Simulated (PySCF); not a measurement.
**`C[C@@H]1[C@@H](F)[C@@H]2CC[C@H]12`, C₇H₁₁F**

Molfile (atoms numbered from 1):
```
C7H11F
     RDKit          3D

 19 20  0  0  0  0  0  0  0  0999 V2000
    1.7475    0.9947    0.6522 C   0  0  0  0  0  0  0  0  0  0  0  0
    1.0723   -0.3412    0.4050 C   0  0  2  0  0  0  0  0  0  0  0  0
    0.7022   -0.6938   -1.0473 C   0  0  1  0  0  0  0  0  0  0  0  0
    1.4060   -1.7602   -1.5567 F   0  0  0  0  0  0  0  0  0  0  0  0
   -0.7308   -1.0310   -0.6134 C   0  0  2  0  0  0  0  0  0  0  0  0
   -1.7191    0.1278   -0.7892 C   0  0  0  0  0  0  0  0  0  0  0  0
   -1.3609    0.6403    0.6176 C   0  0  0  0  0  0  0  0  0  0  0  0
   -0.4028   -0.5458    0.8150 C   0  0  2  0  0  0  0  0  0  0  0  0
    1.7543    1.2195    1.7163 H   0  0  0  0  0  0  0  0  0  0  0  0
    1.2363    1.7990    0.1292 H   0  0  0  0  0  0  0  0  0  0  0  0
    2.7754    0.9614    0.2984 H   0  0  0  0  0  0  0  0  0  0  0  0
    1.6856   -1.1428    0.8228 H   0  0  0  0  0  0  0  0  0  0  0  0
    0.7970    0.1147   -1.7785 H   0  0  0  0  0  0  0  0  0  0  0  0
   -1.0622   -2.0377   -0.8493 H   0  0  0  0  0  0  0  0  0  0  0  0
   -2.7524   -0.1983   -0.8832 H   0  0  0  0  0  0  0  0  0  0  0  0
   -1.4891    0.8048   -1.6106 H   0  0  0  0  0  0  0  0  0  0  0  0
   -2.1991    0.6284    1.3107 H   0  0  0  0  0  0  0  0  0  0  0  0
   -0.8991    1.6231    0.6531 H   0  0  0  0  0  0  0  0  0  0  0  0
   -0.5707   -1.1537    1.7005 H   0  0  0  0  0  0  0  0  0  0  0  0
  1  2  1  0
  2  3  1  0
  3  4  1  0
  3  5  1  0
  5  6  1  0
  6  7  1  0
  7  8  1  0
  8  2  1  0
  8  5  1  0
  1  9  1  0
  1 10  1  0
  1 11  1  0
  2 12  1  1
  3 13  1  6
  5 14  1  1
  6 15  1  0
  6 16  1  0
  7 17  1  0
  7 18  1  0
  8 19  1  1
M  END
```

The calculation used TDDFT wB97X-D/def2-SVPD circular dichroism and optical rotation, one conformer, gas phase (PySCF). Geometry: GFN2-xTB.

Stereocentres: C2 S, C3 R, C5 R, C8 R.

Question: What is the specific rotation at 633, 589.3, 546, 436, 405, 365, 355 nm?

Answer: [α] in deg dm⁻¹ (g/mL)⁻¹:
| λ (nm) | origin-invariant length gauge | modified velocity gauge | length gauge (centre of mass) | isotropic polarisability (au) |
| --- | --- | --- | --- | --- |
| 633 | +27.5 | +29.4 | +27.0 | 77.2 |
| 589.3 | +31.9 | +34.2 | +31.3 | 77.4 |
| 546 | +37.4 | +40.2 | +36.7 | 77.7 |
| 436 | +60.2 | +65.0 | +59.2 | 78.7 |
| 405 | +70.6 | +76.4 | +69.3 | 79.2 |
| 365 | +88.4 | +96.2 | +86.8 | 80.0 |
| 355 | +93.9 | +102.3 | +92.3 | 80.2 |

Question: And for the mirror image at 589.3 nm?

Answer: -31.9 deg dm⁻¹ (g/mL)⁻¹ (origin-invariant length gauge): the same size and the opposite sign.

Question: What is the molar rotation [Φ] = [α]·M/100 of the geometry above at 589.3 nm?

Answer: With M = 114.16 g/mol, +36.4 deg cm² dmol⁻¹ (origin-invariant length gauge).

The first excitation lies at 7.91 eV (157 nm) with R = -9.2 × 10⁻⁴⁰ esu² cm² (velocity form).
